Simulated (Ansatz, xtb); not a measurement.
**Relative energy of two structures of NOSi2+**

We compare a, `O=[Si]=[N+]=[Si]`, a singlet, with b, a singlet given by its coordinates. Both are isolated ions in the gas phase, relaxed with PBE0-D3(BJ)/def2-SVP.

a (Å):

```xyz
4

N     0.0000    0.0000   -0.7728
O     0.0000    0.0000    2.3385
Si    0.0000    0.0000    0.8323
Si    0.0000    0.0000   -2.3979
```

b (Å):

```xyz
4

N     0.4331   -2.2382    1.2253
O    -0.4604   -1.7017    2.5237
Si   -1.0778   -3.0861    1.5061
Si    0.6405   -0.5451    1.6384
```

Close contacts (Å): N1–Si3 1.76, N1–Si4 1.76, O2–Si3 1.83, O2–Si4 1.83.

**Question.** Which of the two would you expect CCSD(T)/def2-TZVPP electronic energies to favour?

**Answer.** Structure a; the calculation gives E(b) − E(a) = +32.7 kcal/mol.

How the difference moves with the method:

```tsv
level	geometry	E(b) − E(a) (kcal/mol)	departure from the last row (kcal/mol)	job, with rough time for the two
PBE0-D3(BJ)/def2-SVP	PBE0-D3(BJ)/def2-SVP	+34.1	+1.4	optimisation, 8.4 s
HF/def2-TZVPP	PBE0-D3(BJ)/def2-SVP	+38.2	+5.5	part of the CCSD(T) run
MP2/def2-TZVPP	PBE0-D3(BJ)/def2-SVP	+40.1	+7.4	part of the CCSD(T) run
CCSD(T)/def2-TZVPP	PBE0-D3(BJ)/def2-SVP	+32.7		single point, 20 s
```

None of the levels shown reverses the order. The largest departure from CCSD(T)/def2-TZVPP is that of MP2/def2-TZVPP, 7.4 kcal/mol. Levels run at GFN2-xTB geometries aren't shown.

With harmonic frequencies from PBE0-D3(BJ)/def2-SVP (ideal gas, rigid rotor, one conformer each, 298.15 K, 1 atm): on the last row, ΔE + ΔZPE = +31.4, ΔH = +31.2, ΔG = +30.4 kcal/mol.

The T1 diagnostic of structures a and b is large, so the coupled-cluster value is less sure. The correlated steps freeze 12 core orbitals. Run with Ansatz 0.2.0; the last row on 1 thread of Intel(R) Xeon(R) 6975P-C (Granite Rapids) on a shared host.
